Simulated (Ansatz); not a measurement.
`[OH][Ge]([F])([F])[Cl]` + NH₃ → `[NH2][Ge]([OH])([F])[Cl]` + H–F at 298.15 K and 1 bar (ligand exchange at a Ge–F bond).

Program: Ansatz. Geometries: PBE0-D4/def2-TZVP. ΔE: electronic, gas phase. CCSD(T)/CBS adds triple-zeta CCSD(T) − MP2 to the extrapolated MP2 energy (def2 sets, frozen cores). This one scheme is used for every species. For Ge outer-core shells are correlated without core-valence functions, which leaves a few kJ/mol of doubt a bond. Scalar relativity is left out up to krypton. One conformer a species, not always the lowest.

| species | CCSD(T)/CBS energy (Eh) | H − E (kJ/mol) | S (J/(mol·K)) |
| --- | --- | --- | --- |
| `[OH][Ge]([F])([F])[Cl]` | -2811.39975 | 72.7 | 349.8 |
| NH₃ | -56.50880 | 100.5 | 192.4 |
| `[NH2][Ge]([OH])([F])[Cl]` | -2767.50198 | 137.4 | 359.9 |
| H–F | -100.39570 | 33.5 | 173.6 |

H − E and S are ideal-gas, rigid-rotor, harmonic terms from PBE0-D4/def2-TZVP, for one conformer and one mirror image of each species. 1 Eh = 2625.50 kJ/mol, R = 8.31446 J/(mol·K).

Problem. By hand: ΔE, ΔH, ΔS and ΔG.

Solution. ΔE = (-2767.50198) + (-100.39570) − (-2811.39975) − (-56.50880) = 0.01087 Eh = 28.5 kJ/mol. Δ(H − E) = 137.4 + 33.5 − 72.7 − 100.5 = -2.3, so ΔH = 26.2 kJ/mol. ΔS = 359.9 + 173.6 − 349.8 − 192.4 = -8.7 J/(mol·K). ΔG = 26.2 − 298.15 × (-8.7)/1000 = 28.8 kJ/mol.

Problem. By hand: the equilibrium constant, and the temperature at which ΔG would vanish if ΔH and ΔS stayed fixed.

Solution. log₁₀ K = −ΔG/(RT ln 10) = -5.0. ΔH and −TΔS have one sign here, so there is no such temperature.

The number of gas molecules stays the same, so ΔS is small and ΔH decides. A doubt of 5 kJ/mol in ΔE shifts log₁₀ K by 0.9 here. Other conformers and mirror images would add mixing entropy, several J/(mol·K) or more a flexible species. These are equilibria of isolated gas molecules and say nothing of rates. Largest T1 diagnostic: 0.012 (customary marks: 0.02 for closed shells, 0.045 for open ones).

ΔS is within the doubt of such terms, so its sign, and with it that verdict, could turn.
